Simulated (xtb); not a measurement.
hydrogen cyanide (CHN), singlet, at a GFN2-xTB geometry; GFN1-xTB (xtb).

Input for xtb:
```
$ xtb mol.xyz --gfn 1 --etemp 5000 --json

# file mol.xyz
3

C     -0.00000000    -0.00000000    -0.49321914
N      0.00000000     0.00000000     0.64442884
H     -0.00000000    -0.00000000    -1.55168705
```

Q: Predict the main parts of the log of this xtb run.

A: 
```
   ID    Z sym.   atoms
    1    6 C      1
    2    7 N      2
    3    1 H      3

           -------------------------------------------------
          |                Calculation Setup                |
           -------------------------------------------------

           -------------------------------------------------
          |                 G F N 1 - x T B                 |
           -------------------------------------------------

          ...................................................
          :                      SETUP                      :
          :.................................................:
          :  # basis functions                  10          :
          :  # atomic orbitals                  10          :
          :  # shells                            6          :
          :  # electrons                        10          :
          :  # halogen bonds                     0          :
          :  max. iterations                   250          :
          :  Hamiltonian                  GFN1-xTB          :
          :  restarted?                      false          :
          :  GBSA solvation                  false          :
          :  PC potential                    false          :
          :  electronic temp.         5000.0000000     K    :
          :  accuracy                    1.0000000          :
          :  -> integral cutoff          0.2500000E+02      :
          :  -> integral neglect         0.1000000E-07      :
          :  -> SCF convergence          0.1000000E-05 Eh   :
          :  -> wf. convergence          0.2000000E-04 e    :
          :  Broyden damping             0.4000000          :
          :  net charge                          0          :
          :  unpaired electrons                  0          :
          ...................................................

 iter      E             dE          RMSdq      gap      omega  full diag
   1     -5.9051588 -0.590516E+01  0.795E+00    7.22       0.0  T
   2     -5.9070688 -0.191004E-02  0.464E+00    7.23       1.0  T
   3     -5.9066191  0.449762E-03  0.753E-01    7.12       1.0  T
   4     -5.9073928 -0.773740E-03  0.163E-01    7.18       1.0  T
   5     -5.9074242 -0.314195E-04  0.304E-03    7.19      19.0  T
   6     -5.9074243 -0.186427E-07  0.238E-04    7.19     243.0  T
   7     -5.9074243 -0.339240E-10  0.362E-05    7.19    1593.9  T
   8     -5.9074243 -0.372324E-11  0.146E-07    7.19  100000.0  T

[...]
         :: total energy              -5.782662641785 Eh    ::
[...]
          |                Property Printout                |
           -------------------------------------------------

    * Orbital Energies and Occupations

         #    Occupation            Energy/Eh            Energy/eV
      -------------------------------------------------------------
         1        2.0000           -0.7670606             -20.8728
         2        2.0000           -0.6207909             -16.8926
         3        1.9998           -0.5201910             -14.1551
         4        1.9998           -0.5201910             -14.1551
         5        1.9995           -0.5061064             -13.7719 (HOMO)
         6        0.0005           -0.2419439              -6.5836 (LUMO)
         7        0.0005           -0.2419439              -6.5836
         8        0.0000           -0.1297342              -3.5302
         9                          0.1941723               5.2837
        10                          1.4148765              38.5007
      -------------------------------------------------------------
                  HL-Gap            0.2641625 Eh            7.1882 eV
             Fermi-level           -0.3747642 Eh          -10.1979 eV

  Mulliken/CM5 charges         n(s)   n(p)   n(d)
     1C     0.19309  0.26487   1.053  2.754  0.000
     2N    -0.25404 -0.38723   1.670  3.584  0.000
     3H     0.06095  0.12236   0.939  0.000  0.000

Wiberg/Mayer (AO) data.
largest (>0.10) Wiberg bond orders for each atom

 ---------------------------------------------------------------------------
     #   Z sym  total        # sym  WBO       # sym  WBO       # sym  WBO
 ---------------------------------------------------------------------------
     1   6 C    3.958 --     2 N    2.987     3 H    0.971
     2   7 N    3.006 --     1 C    2.987
     3   1 H    0.990 --     1 C    0.971
 ---------------------------------------------------------------------------

Topologies differ in total number of bonds
Writing topology from bond orders to xtbtopo.mol

 dipole moment from electron density (au)
     X       Y       Z
  -0.0000  -0.0000  -1.1340  total (Debye):    2.882

           -------------------------------------------------
          | TOTAL ENERGY               -5.782662641785 Eh   |
          | GRADIENT NORM               0.021490304297 Eh/α |
          | HOMO-LUMO GAP               7.188227407054 eV   |
           -------------------------------------------------

normal termination of xtb
```
